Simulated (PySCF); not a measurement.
Species: C6H9N.
Numbering: `[CH2:1]=[CH:2][C:3](=[CH2:4])/[CH:5]=[N:6]\[CH3:7]` (hydrogens: H8, H9 on C1; H10 on C2; H11, H12 on C4; H13 on C5; H14, H15, H16 on C7)

Level: PBE0/pcSseg-1 and wB97X-D/def2-SVPD in PySCF, non-relativistic, on one gas-phase PBE0-D3(BJ)/def2-SVP geometry that isn't relaxed in the solvent. The solvent is an IEF-PCM continuum (van der Waals radii × 1.2). Specific hydrogen bonds and non-electrostatic terms are outside this model.

Gas phase at PBE0/pcSseg-1: HOMO -6.98 eV, LUMO -1.25 eV, dipole 1.85 D.

What does the continuum do to the energy, the frontier levels and the dipole at PBE0/pcSseg-1 in benzene and water?

```csv
solvent,ε,E(solvent) − E(gas) (kcal/mol),polarisation term (kcal/mol),distortion of the solute (kcal/mol),HOMO (eV),LUMO (eV),dipole (D)
benzene,2.271,-2.14,-2.27,0.13,-6.96,-1.21,2.11
water,78.36,-4.96,-5.65,0.69,-6.95,-1.18,2.49
```

The polarisation term is half the interaction of the solute with the surface charges that it induces; the rest is the cost of distorting the solute's density. The sum is the electrostatic part of solvation alone. From benzene to water the lowering changes by a factor 2.31, Onsager's factor (ε − 1)/(2ε + 1) by 2.14 and ε itself by 34.5.

Which radius a makes the point-dipole formula ΔE = −[(ε − 1)/(2ε + 1)]·μ²/a³ give the value in water, with the gas-phase dipole?

μ = 0.728 au and |ΔE| = 0.00790 Eh give a = 1.70 Å; the farthest nucleus lies 3.55 Å from the centroid of the nuclei, so such a sphere wouldn't even hold the nuclei. The formula assumes a rigid point dipole at the centre of a sphere.

Which Hirshfeld charges (PBE0/pcSseg-1) respond most in benzene (means over atoms taken as equivalent)?

```json
{"atoms": "N6", "environment": "imine nitrogen", "gas (e)": "-0.150", "solvent (e)": "-0.163", "change": "-0.013"}
{"atoms": "H12", "environment": "vinylic hydrogen", "gas (e)": "+0.050", "solvent (e)": "+0.054", "change": "+0.004"}
{"atoms": "H10", "environment": "vinylic hydrogen", "gas (e)": "+0.048", "solvent (e)": "+0.051", "change": "+0.003"}
{"atoms": "H11", "environment": "vinylic hydrogen", "gas (e)": "+0.051", "solvent (e)": "+0.053", "change": "+0.002"}
{"atoms": "C2", "environment": "alkene CH carbon", "gas (e)": "-0.047", "solvent (e)": "-0.049", "change": "-0.002"}
{"atoms": "H9", "environment": "vinylic hydrogen", "gas (e)": "+0.051", "solvent (e)": "+0.053", "change": "+0.002"}
{"atoms": "C1", "environment": "terminal =CH2 carbon", "gas (e)": "-0.093", "solvent (e)": "-0.095", "change": "-0.002"}
{"atoms": "C3", "environment": "fully substituted alkene carbon", "gas (e)": "0.000", "solvent (e)": "-0.002", "change": "-0.002"}
```

How do the nuclear quadrupole coupling constants eQVzz/h respond in benzene?

```csv
nucleus,Q (barn),gas (MHz),solvent (MHz),η gas,η solvent
14N at N6,0.02044,-5.53,-5.43,0.36,0.35
```

Gas phase at wB97X-D/def2-SVPD: HOMO -8.81 eV, LUMO 0.43 eV, dipole 1.92 D.

What does the continuum do to the energy, the frontier levels and the dipole at wB97X-D/def2-SVPD in benzene and water?

| solvent | ε | E(solvent) − E(gas) (kcal/mol) | polarisation term (kcal/mol) | distortion of the solute (kcal/mol) | HOMO (eV) | LUMO (eV) | dipole (D) |
| --- | --- | --- | --- | --- | --- | --- | --- |
| benzene | 2.271 | -2.11 | -2.25 | 0.14 | -8.76 | 0.49 | 2.23 |
| water | 78.36 | -4.93 | -5.81 | 0.88 | -8.73 | 0.52 | 2.69 |

How does the static polarisability (wB97X-D/def2-SVPD, frozen core, with the continuum's full static response) change?

| medium | isotropic (au) | principal values (au) | ⟨r²⟩ of the electrons (bohr²) |
| --- | --- | --- | --- |
| gas | 84.7 | 62.3, 86.8, 104.9 | 856.5 |
| benzene | 98.0 | 71.1, 99.5, 123.4 | 856.2 |
| water | 119.5 | 87.7, 117.8, 153.0 | 855.8 |

The isotropic value in water is 1.41 times the gas-phase one; no cavity-field correction is applied. ⟨r²⟩ is taken about the centre of nuclear charge.

Shape of the structure used: `[CH2:1]=[CH:2][C:3](=[CH2:4])/[CH:5]=[N:6]\[CH3:7]`: C1–C2–C3–C4 -173°, C2–C3–C5–N6 -123°.

Note: wB97X-D ran without an empirical dispersion term, which enters the total energy and its gradient alone.
